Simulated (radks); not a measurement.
Effect of the nuclear size on the praseodymium ion Pr2+, [Xe] 4f3. All-electron calculation, Dirac Kohn-Sham, PBE, spin-unpolarised, spherical densities, finite nucleus; open shells fill j = l - 1/2 first; Fermi nuclear charge, rms radius 4.8919 fm. Program: a radial shooting solver on a logarithmic mesh with Libxc functionals. The rms radius is varied about that value; shifts are against it.

| rms radius (fm) | total energy shift (eV) | density at nucleus (e/bohr^3) | 1s1/2 shift (meV) | 2s1/2 shift (meV) | 4p1/2 shift (meV) | 5s1/2 shift (meV) | 5p1/2 shift (meV) | 4f5/2 shift (meV) | 6s1/2 (empty) shift (meV) |
|---|---|---|---|---|---|---|---|---|---|
| 4.3929 | -2.25 | 4.266e+05 | -934 | -115 | 0.216 | -0.890 | 0.046 | 0.121 | -0.146 |
| 4.5788 | -1.43 | 4.229e+05 | -595 | -73.5 | 0.138 | -0.567 | 0.030 | 0.077 | -0.093 |
| 4.8919 | 0 | 4.169e+05 | 0.000 | 0.000 | 0.000 | 0.000 | 0.000 | 0.000 | 0.000 |
| 5.1952 | 1.46 | 4.115e+05 | 606 | 74.8 | -0.140 | 0.578 | -0.030 | -0.079 | 0.095 |
| 5.6159 | 3.60 | 4.047e+05 | 1490 | 184 | -0.345 | 1.42 | -0.074 | -0.194 | 0.233 |

Slopes of the eigenvalues against <r^2> in GHz/fm^2, as finite differences over the two radii next to the reference (eigenvalue slopes, not the field-shift constants of lines): 1s1/2 48200, 2s1/2 5950, 4p1/2 -11.1, 5s1/2 46.0, 5p1/2 -2.40, 4f5/2 -6.25, 6s1/2 (empty) 7.53.
